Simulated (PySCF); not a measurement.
H₅FO₃Si₂ (SMILES O[Si](O)(F)O[SiH3]), singlet, at a GFN2-xTB geometry, with bond 4-2 at 1.4 times its length. Base run: CASSCF(6,5)/STO-3G run with PySCF.

The PySCF input:
```python
from pyscf import gto, scf, mcscf
import numpy

mol = gto.M(
    atom='''
O     1.288136   -1.323143    0.361199
Si    0.762363    0.137975   -0.042379
O     1.654713    1.273504    0.671417
F     0.949428    0.407615   -2.272652
O    -0.790143    0.278312    0.314683
Si   -2.263719   -0.410376    0.214302
H     2.223692   -1.505999    0.365496
H     1.427057    2.193147    0.569373
H    -2.627147   -0.516354   -1.197635
H    -2.212882   -1.722376    0.853749
H    -3.077223    0.560641    0.942584
''',
    basis='sto-3g',
    charge=0,
    spin=0,
    verbose=3,
)

mf = scf.RHF(mol)
mf.kernel()
mc = mcscf.CASSCF(mf, 5, 6)
mc.fix_spin_(ss=0.0)
mc.kernel()
occ = numpy.linalg.eigvalsh(mc.fcisolver.make_rdm1(mc.ci, mc.ncas, mc.nelecas))[::-1]
ss = mc.fcisolver.spin_square(mc.ci, mc.ncas, mc.nelecas)[0]
print('natural occupations', occ.round(4), ' <S^2>', round(ss, 4))
```

Each row names what was changed in the base input (with any setting that the change needs).

| change | ΔE vs base (mEh) | natural occupations | <S^2> of the state |
|---|---|---|---|
| base | 0.000 | 2.00 1.99 1.80 0.21 0.01 | 0.00 |
| conv_tol = 1e-5 | 0.004 | 2.00 1.99 1.80 0.21 0.01 | 0.00 |
| fix_spin_ = off | 0.000 | 2.00 1.99 1.80 0.21 0.01 | 0.00 |
| active space = 6 electrons, 6 orbitals | -15.001 | 1.99 1.98 1.79 0.21 0.02 0.01 | 0.00 |
| solver = newton | 0.000 | 2.00 1.99 1.80 0.21 0.01 | 0.00 |
| orbitals = fixed (CASCI) | 30.138 | 2.00 2.00 1.84 0.16 0.00 | 0.00 |
| start = MP2 natural orbitals | 0.009 | 2.00 1.99 1.80 0.21 0.01 | 0.00 |
| active space = 8 electrons, 6 orbitals | -0.919 | 2.00 2.00 1.99 1.80 0.21 0.01 | 0.00 |
| state_average = 2 states | 4.100 | - | - |
| active space = 2 electrons, 2 orbitals | 14.835 | 1.79 0.21 | 0.00 |
| active space = 8 electrons, 7 orbitals | -20.213 | 1.99 1.99 1.98 1.80 0.21 0.02 0.02 | 0.00 |

Active orbitals are taken around the Fermi level unless the row says otherwise; CASSCF can end in different local minima, and two programs can end on different orbitals. State-averaged rows give the lowest state.
